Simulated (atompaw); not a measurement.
## Logarithmic derivatives: Bi, PAW (atompaw)

atompaw 4.2.0.5 input, output lines left out:

```
Bi 83
GGA-PBE scalarrelativistic loggrid 2001 logderivrange -13 5 451
6 6 5 4 0 0
6 0 1
6 1 4
0 0 0
c
c
c
c
c
v
c
c
c
c
v
c
c
v
v
3
2.90 2.85 2.00 2.75
y
-0.1
n
y
3.8
n
y
-1.7
n
y
-9.9
n
custom rrkj gramschmidtortho sinc
bessel
2.15
2.15
2.90
2.90
2.90
1.90
0.65
0.65
```

The phase is arctan(r·u′/u) with u = r·R(r), unwrapped; energies in Ry, scanned from -13 to 5 Ry. A pole is an energy at which the radial function vanishes at the test radius. The pseudo phase is shifted by a multiple of π to meet the all-electron one at the reference energy, and phase errors are pseudo minus all-electron; the curves can meet again beyond the range given. Levels narrower than the energy grid can be missing from the lists of poles.

```tsv
channel	radius (bohr)	reference energy (Ry)	poles, all-electron	poles, pseudo	unbroken range about the reference energy with phases within 0.05 rad	phase error 1 Ry above the reference energy (rad)
s	2.91	-1.14	-11.74, -0.54	-0.54	above -11.7	-0.000
p	2.91	-0.39	-7.18, 0.92	0.90	above -7.2	-0.002
d	2.91	-2.11	-2.06, 3.21	-2.06, 4.39	below 0.4	+0.000
f	2.91	-11.35	2.19	0.43	below -0.7	+0.000
```

Phases in the s channel:

```csv
E (Ry),all-electron,pseudo
-13.00,1.472,-1.670
-12.04,1.468,-1.674
-11.08,-1.679,-1.679
-10.12,-1.685,-1.685
-9.16,-1.691,-1.691
-8.20,-1.699,-1.699
-7.24,-1.709,-1.709
-6.28,-1.721,-1.721
-5.32,-1.738,-1.738
-4.36,-1.763,-1.763
-3.40,-1.804,-1.804
-2.44,-1.904,-1.904
-1.48,-2.889,-2.889
-0.52,-4.717,-4.717
0.44,-4.895,-4.895
1.40,-5.118,-5.119
2.36,-6.327,-6.354
3.32,-7.534,-7.548
4.28,-7.733,-7.747
```
